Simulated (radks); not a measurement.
Question: All-electron atom: the terbium ion Tb2+ in [Xe] 4f7.5 6s1.5 (fractional occupations, a model configuration). Calculated with a radial shooting solver on a logarithmic mesh with Libxc functionals: Dirac Kohn-Sham, PBE, spin-unpolarised, spherical densities, finite nucleus; open shells are shared between the two j in proportion to 2j + 1; Fermi nuclear charge, rms radius 5.06 fm. Some entries of the table are withheld. Estimate them.

| orbital | occ. | eigenvalue (eV) | <1/r> (bohr^-1) |
|---|---|---|---|
| 1s1/2 | 2 | (1) | 73.09 |
| 2s1/2 | 2 | -8610.885 | 17.47 |
| 2p1/2 | 2 | -8184.747 | 17.45 |
| 2p3/2 | 4 | -7438.261 | 15.35 |
| 3s1/2 | 2 | -1933.625 | 6.377 |
| 3p1/2 | 2 | (2) | 6.292 |
| 3p3/2 | 4 | (3) | 5.759 |
| 3d3/2 | 4 | -1274.561 | 5.638 |
| 3d5/2 | 6 | -1240.957 | 5.506 |
| 4s1/2 | 2 | -406.5619 | 2.669 |
| 4p1/2 | 2 | -333.8243 | (4) |
| 4p3/2 | 4 | -299.3194 | (5) |
| 4d3/2 | 4 | -179.4048 | 2.165 |
| 4d5/2 | 6 | -173.1343 | 2.120 |
| 5s1/2 | 2 | -71.1130 | 1.036 |
| 5p1/2 | 2 | -50.5928 | (6) |
| 5p3/2 | 4 | -45.6140 | (7) |
| 4f5/2 | 3.21429 | -30.8924 | 1.612 |
| 4f7/2 | 4.28571 | -30.0123 | 1.594 |
| 6s1/2 | 1.5 | -17.3712 | 0.3982 |

Answer: 
(1) 1s1/2 eigenvalue (eV): -51823.64
(2) 3p1/2 eigenvalue (eV): -1748.225
(3) 3p3/2 eigenvalue (eV): -1594.149
(4) 4p1/2 <1/r> (bohr^-1): 2.563
(5) 4p3/2 <1/r> (bohr^-1): 2.382
(6) 5p1/2 <1/r> (bohr^-1): 0.9238
(7) 5p3/2 <1/r> (bohr^-1): 0.8617
